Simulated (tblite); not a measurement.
Species: C5H2NS (doublet state).
Numbering: `[N:1]#[C:2][c:3]1[c:4][s:5][cH:6][cH:7]1` (hydrogens: H8 on C6; H9 on C7)

All values are computed: GFN2-xTB (tblite) harmonic vibrations without scaling, gas phase. Errors from tens to a few hundred cm⁻¹ against measured bands are possible. Open shells enter through the occupations alone, without spin polarisation, and single modes of such species can be off by tens of per cent.

Harmonic wavenumbers (cm⁻¹): 135.6, 149.1, 332.3, 433.4, 466.3, 516.8, 561.5, 610.5, 749.5, 788.1, 802.8, 874.8, 946.7, 1070.3, 1161.8, 1271.3, 1461.3, 1548.5, 2374.2, 3126.5, 3163.8.

A = 7774, B = 1490, C = 1251 MHz; mass 107.991 u (most abundant isotopes); point group Cs, symmetry number 1; spin multiplicity 2.

Zero-point energy?

½Σν̃ = 11273 cm⁻¹ = 134.85 kJ/mol.

Entropy at 273.15 K, 1 bar (ideal gas, RRHO, classical rotation)?

Translation 165.43, rotation 113.96, vibration 40.99, spin (R ln 2) 5.76: S = 326.1 J/(mol K).

And Cp and H(273.15 K) − H(0)?

Cp = 91.70 J/(mol K), of which vibrations give 58.44 (their classical limit is 21 R = 174.6); H(273.15 K) − H(0) = 15.95 kJ/mol without the zero-point energy, 6.87 from vibrations.

How do the functions run with temperature in this model?

```tsv
T (K)	S (J/(mol K))	Cp (J/(mol K))	H − H(0) (kJ/mol)	G − H(0) (kJ/mol)	ln q(vib)
50	230.1	38.1	1.72	-9.79	0.03
100	259.8	48.4	3.89	-22.09	0.29
298.15	334.4	97.6	18.32	-81.39	2.19
373.15	358.1	113.3	26.24	-107.37	3.06
500	394.2	133.6	41.98	-155.13	4.60
750	453.6	158.5	78.81	-261.41	7.58
1000	501.4	173.0	120.39	-380.98	10.33
```

q(vib) and H(0) count from the zero-point level.

What must be added to the electronic energy to get the Gibbs energy at 273.15 K and 1 bar?

ZPE + [H(273.15 K) − H(0)] − T·S = 134.85 + 15.95 − 89.08 = 61.72 kJ/mol.

Which modes carry the vibrational entropy at 273.15 K?

135.6 cm⁻¹: 11.29; 149.1 cm⁻¹: 10.53; 332.3 cm⁻¹: 4.65; 433.4 cm⁻¹: 3.05; 466.3 cm⁻¹: 2.66; 516.8 cm⁻¹: 2.16 J/(mol K); the other 15 give 6.66 together.

Hindered rotation and anharmonicity are outside this model.
